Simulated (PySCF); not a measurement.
# How the method changes the shape and vibrations of H3OSi cation

Calculated results; nothing here was measured. They come from PySCF 2.14.0, an open-source quantum chemistry program, on an isolated molecule that a program drew, which may never have been made. The molecule is H3OSi cation (charge +1, singlet), drawn as the SMILES string `O[SiH2+]`.

The geometry was optimised and harmonic frequencies were computed with HF and MP2, all in the cc-pV(D+d)Z basis, for the commonest isotopes, with a restricted reference for singlets and an unrestricted one otherwise, and a frozen core in MP2. Each result is a local minimum of its method.

Geometry at the HF minimum:
```xyz
5
H3OSi cation, angstrom
O    -1.1816   -1.3871    1.2214
Si    0.1872   -0.7147    1.5608
H    -1.4591   -2.2980    1.1788
H     0.1838    0.7366    1.5095
H     1.3513   -1.5230    1.8973
```

Lengths of the bonds as drawn, in Å (atoms numbered as above):
```
  bond     HF    MP2
O1-Si2  1.562  1.591
 O1-H3  0.953  0.975
Si2-H4  1.452  1.458
Si2-H5  1.457  1.464
```

Rotational constants, in GHz:
```
constant,HF,MP2
A,133.9,128.3
B,16.46,16.05
C,14.65,14.26
```

Harmonic frequencies in cm^-1, each column in rising order, so a row needn't be the same motion in every method:
| rank | HF | MP2 |
|---|---|---|
| 1 | 580 | 598 |
| 2 | 623 | 627 |
| 3 | 773 | 761 |
| 4 | 805 | 767 |
| 5 | 1007 | 955 |
| 6 | 1124 | ? |
| 7 | 2451 | 2384 |
| 8 | 2509 | 2451 |
| 9 | 4071 | 3785 |

**Estimate the missing MP2 frequency from the HF column.**

A single factor s that minimises the squared misfit of MP2 against s times HF over the other rows is sum(HF x MP2) / sum(HF^2) = 0.9512, with an rms misfit of 48 cm^-1. For rank 6 it gives 0.9512 x 1124 = 1069 cm^-1. The calculation gives 1062 cm^-1, 7 cm^-1 below the estimate. The drawn bonds are on average 1.3 % longer in MP2 than in HF.
